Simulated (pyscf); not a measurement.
Structures and frequencies: ωB97X-D3(BJ)/def2-SVP in PySCF. Correlated levels are frozen-core, on RHF or UHF. ΔMP2 is the change of the MP2 total energy from the triple- to the quadruple-zeta basis.

Problem. How much does it cost (ΔH, 298 K, CCSD(T)/def2-TZVPP + ΔMP2(QZVPP)) to split `[BH2][I]` at its B–I bond into BH₂• + I•?

Solution. B–I to BH₂• + I•: 94.3 kcal/mol. The radicals are drawn with the spin at the cut bond; how far it spreads was not checked. The CCSD(T) − MP2 part came from Ansatz, without density fitting, on the same reference. The frozen core leaves the outer d or s,p core shells of the metals and heavy elements correlated in the MP2 and CC values, and def2-TZVPP describes them poorly, which can shift differences by a few kcal/mol. Left out: the spin-orbit lowering of I, which is large for Br, Se, Te and I. Elements past Kr carry the def2 core potentials, without spin-orbit coupling.
